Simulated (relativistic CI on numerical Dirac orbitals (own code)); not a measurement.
# What each ingredient does to the levels of Cs III

Base calculation: Dirac-Coulomb-Breit CI, KLI orbitals optimised for each configuration, model QED (radiative potential, 1s self-energy scaled to tabulated hydrogen-like ionisation energies), valence Slater integrals scaled by 0.85, P86 correlation energy added to each configuration.

Configurations in the expansion (outside the closed core [Kr] 4d10): 5s²5p⁵, 5s5p⁶, 5s²5p⁴5d, 5s²5p⁴5f, 5s²5p⁴6s, 5s5p⁵5d, 5s²5p⁴6p, 5s²5p⁴4f, 5s²5p⁴7s, 5s²5p⁴6d, 5s²5p⁴7p, 5s5p⁵5f, 5s²5p⁴7d. Double excitations out of closed p, d and f shells are left out; levels of such configurations are missing from the list, as are those of other unlisted configurations, and high levels can miss mixing partners.

Variants: (1) self-excluded LDA correlation estimate; (2) valence Slater integrals scaled by 0.75; (3) non-relativistic limit; (4) one mean potential for all configurations. Shifts of the energy above 5s²5p⁵ ²P°3/2, in cm⁻¹, for the lowest level and the first level of each name with at least 55 % of one term (blank where a level changes its place among those of its configuration and J or its character, or is not in the variant):

| Level | Base | Δ(1) | Δ(2) | Δ(3) | Δ(4) | Measured |
| --- | --- | --- | --- | --- | --- | --- |
| 5s²5p⁵ ²P°3/2 | 0.0 | 0.0 | 0.0 | 0.0 | 0.0 | 0.0 |
| 5s²5p⁵ ²P°1/2 | 13776.3 | +0.2 | +47.6 | -13776.3 | -77.4 | 13847.4 |
| 5s5p⁶ ²S1/2 | 112528.8 | +139.9 | +3114.5 | -17003.6 | +116.7 | 108653.0 |
| 5s²5p⁴5d ⁴D5/2 | 123881.4 | +26.0 | +1155.5 | -5182.6 | +445.6 | 120425.1 |
| 5s²5p⁴5d ⁴D7/2 | 124078.0 | +25.5 | +1200.7 | -5379.2 | +463.0 | 120782.6 |
| 5s²5p⁴5d ⁴D3/2 | 124686.4 | +26.2 | +1041.9 | -5987.6 | +438.4 |  |
| 5s²5p⁴5d ⁴D1/2 | 126215.1 | +25.9 | +923.0 | -7516.4 | +446.9 |  |
| 5s²5p⁴5d ⁴F9/2 | 129664.3 | +17.4 | +361.9 | -2218.4 | +440.5 | 125926.8 |
| 5s²5p⁴5d ²P1/2 | 137095.9 | +30.5 |  | -6336.6 | +511.4 |  |
| 5s²5p⁴5d ⁴P1/2 | 137443.5 | +52.5 |  | -5637.0 | +505.6 |  |
| 5s²5p⁴5d ⁴F5/2 | 139246.8 | +22.0 | +249.8 | -11800.9 | +523.2 | 135081.1 |
| 5s²5p⁴5d ⁴F3/2 | 140062.4 | +39.8 | +77.8 |  | +540.2 | 135747.9 |
| 5s²5p⁴5d ²G9/2 | 149728.7 | +18.3 | -431.5 | -12678.6 | +509.8 | 144868.7 |
| 5s²5p⁴5d ²F5/2 | 149829.7 | +41.9 | -477.9 |  | +590.7 | 150093.9 |
| 5s²5p⁴5d ²G7/2 | 149872.6 | +18.2 | -517.5 | -12822.5 | +494.9 |  |
| 5s²5p⁴6s ⁴P1/2 | 151259.1 | +837.2 | -767.2 | -5149.9 | +1612.5 | 145443.2 |
| 5s²5p⁴6s ⁴P3/2 | 154412.5 | +808.7 | -155.0 |  | +1895.0 |  |
| 5s²5p⁴6s ²P1/2 | 156582.4 | +849.7 | -446.5 | -6624.6 | +2149.5 | 150467.3 |
| 5s²5p⁴5d ²F7/2 | 158487.8 | +24.6 |  |  | +537.2 | 153011.3 |
| 5s²5p⁴6s ²D5/2 | 163529.9 | +816.6 | -1297.8 |  | +1696.3 | 156698.5 |
| 5s²5p⁴6s ²D3/2 | 163774.3 | +783.3 | -1478.2 | -5636.9 | +1725.9 | 156820.3 |
| 5s²5p⁴6p ⁴P°5/2 | 165599.6 | +1783.1 | +60.8 | +1691.7 | +2313.3 |  |

For a near-neutral ion this model can misplace configurations by up to about 10,000 cm⁻¹ (more where the count of f electrons changes) and terms by 10 to 25 % of their spread. Rates follow the energies as ν³ (E1, M1) or ν⁵ (E2), so they and the lifetimes can be off by large factors. The fine structure of a lone outer electron comes out too small, for d and f at times inverted, and misplaced configurations move strength between like terms. 14 of the 37 excited levels that our extract of the measured tables holds in this range could be paired (the sources list more); they are missed by 4231 cm⁻¹ on average and 6954 at most, and levels without a partner can miss by more.

Measured levels: Sansonetti, J. Phys. Chem. Ref. Data 38, 761 (2009); LS terms from a parametric fit.

Ionisation energy from the two ground configurations alone: base 33.33 eV; self-excluded LDA correlation estimate 33.52 eV; valence Slater integrals scaled by 0.75 33.39 eV. The NIST ASD value (semi-empirical) is 33.195 eV.

LS names give the leading component of a level, which can be under half, so a name can repeat, a term be missing and a line seem to break the LS rules.
